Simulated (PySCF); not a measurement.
**Gas-phase XPS of `BNBCl`, computed**

B2ClH4N.
Z-matrix (Å and degrees, PBE0-D3(BJ)/def2-SVP geometry), rows numbered from 1:
```
B 
N   1  1.4180
B   2  1.4172  1  125.38
Cl  3  1.7605  2  119.69  1   179.95
H   1  1.2077  2  119.09  3   179.90
H   1  1.2061  2  118.98  3    -0.23
H   2  1.0169  1  117.85  3  -179.84
H   3  1.2011  2  121.23  1     0.05
```

The calculation used PySCF, delta-SCF UKS SCAN, pcX-2 on the ionised atom, pcseg-1 elsewhere, spin-free X2C. Binding energies are ΔSCF values: E(core-ionised, relaxed orbitals) − E(ground state) at a fixed geometry, referred to the vacuum level.

What binding energy does each computed site have?

| atom(s) | bonded to | level | binding energy (eV) | 2p1/2 (eV) | above the level's lowest (eV) | count |
| --- | --- | --- | --- | --- | --- | --- |
| Cl4 | B | Cl 1s | 2828.97 | – | 0.00 | 1 |
| N2 | H and 2 B | N 1s | 405.80 | – | 0.00 | 1 |
| Cl4 | B | Cl 2p3/2 | 206.37 | 208.02 | 0.00 | 1 |
| B3 | Cl, N and H | B 1s | 197.63 | – | +1.14 | 1 |
| B1 | N and 2 H | B 1s | 196.49 | – | 0.00 | 1 |

Lowest listed B 1s: B1, bonded to N and 2 H. Highest, 1.14 eV above it: B3, bonded to Cl, N and H.

Express the binding energy of N 1s of N2 (atom 2) in atomic units and per mole.

405.80 eV = 14.9129 Eh = 39154 kJ/mol.

Which effective nuclear charge Zeff reproduces each element's mean 1s value in the hydrogen-like formula E = 13.606 eV × Zeff²?

B (Z = 5): mean 197.1 eV, Zeff = 3.81, Z − Zeff = 1.19; N (Z = 7): mean 405.8 eV, Zeff = 5.46, Z − Zeff = 1.54; Cl (Z = 17): mean 2829.0 eV, Zeff = 14.42, Z − Zeff = 2.58. Means run over the listed sites, weighted by atom count.

Spin contamination (⟨S²⟩ against 0.75 for a pure doublet) is marked for B 1s of B1 (0.87), which makes this value less certain. The 2p values aren't plain energy differences: one relaxed spin-free 2p hole is combined with a matrix within the shell (ground-state 2p orbital-energy differences and spin–orbit coupling). 2p3/2, the mean of its two sublevels, lies a third of the splitting below the shell's mean and 2p1/2 two thirds above it; the statistical areas are 2:1. 2p1/2 minus 2p3/2 (ligand field included): Cl 1.65 eV. The structure is a single PBE0-D3(BJ)/def2-SVP conformer in the gas phase; no vibrational or solvent corrections.

Hardware: Arm Neoverse V1, one thread, no GPU (shared host). Cost: 15 s of wall time, 0.43 GiB resident at most.
